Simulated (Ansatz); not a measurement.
`C[S][Sn][SH]`, 8 atoms. The species carries charge 0 and has multiplicity 1. Correlated methods include outer-core shells of Sn, which these sets cover unevenly. Sn takes the def2 core potential. Hardware: A = 2 threads of an AMD EPYC 7R13 on a shared host and a share of an NVIDIA H100 80 GB; B = 2 threads of a server CPU on a shared host. Correlated methods freeze the cores. Open-shell runs search over several starts.

**Question.** Give the basis size and wall time and peak host memory of each of these runs in Ansatz. RHF-CCSD(T)/def2-TZVPP energy [A]; UKS B2PLYP (frozen core)/def2-TZVPP energy of the cation [B]; UHF-MP2/def2-QZVPP energy of the cation [A]; UKS ωB97M-V/def2-TZVPP energy of the cation [B]; UKS PBE0-D4/def2-TZVPP energy of the cation [B]; UKS r2SCAN-D4/def2-TZVPP energy of the cation [B]; RKS ωB97M-V/def2-QZVPP energy [A]; RKS ωB97M-V/def2-TZVPP energy and forces [B]; direct RPA on PBE orbitals/def2-TZVPP energy [B]; RHF-CCSD(T)/def2-QZVPP energy [A]; RKS PBE0-D4/def2-QZVPP energy [A]; RKS PBE0-D4/def2-TZVP frequencies [B]. (Estimate.)

**Answer.** Ansatz gave: Other jobs shared the machine, so times are rough.

| level | job | functions | wall time | peak host memory (GiB) |
| --- | --- | --- | --- | --- |
| RKS PBE0-D4/def2-QZVPP | energy [A] | 399 | 5.5 s | 0.91 |
| RKS ωB97M-V/def2-QZVPP | energy [A] | 399 | 7 s | 0.99 |
| RHF-CCSD(T)/def2-TZVPP | energy [A] | 221 | 7.5 s | 0.79 |
| direct RPA on PBE orbitals/def2-TZVPP | energy [B] | 221 | 12 s | 0.55 |
| RHF-CCSD(T)/def2-QZVPP | energy [A] | 399 | 16 s | 0.93 |
| RKS ωB97M-V/def2-TZVPP | energy and forces [B] | 221 | 26 s | 0.85 |
| UHF-MP2/def2-QZVPP | energy of the cation [A] | 399 | 35 s | 1 |
| UKS r2SCAN-D4/def2-TZVPP | energy of the cation [B] | 221 | 85 s | 0.79 |
| UKS PBE0-D4/def2-TZVPP | energy of the cation [B] | 221 | 98 s | 1.2 |
| UKS ωB97M-V/def2-TZVPP | energy of the cation [B] | 221 | 120 s | 1.5 |
| UKS B2PLYP (frozen core)/def2-TZVPP | energy of the cation [B] | 221 | 2.4 min | 1 |
| RKS PBE0-D4/def2-TZVP | frequencies [B] | 179 | 6 min | 0.56 |
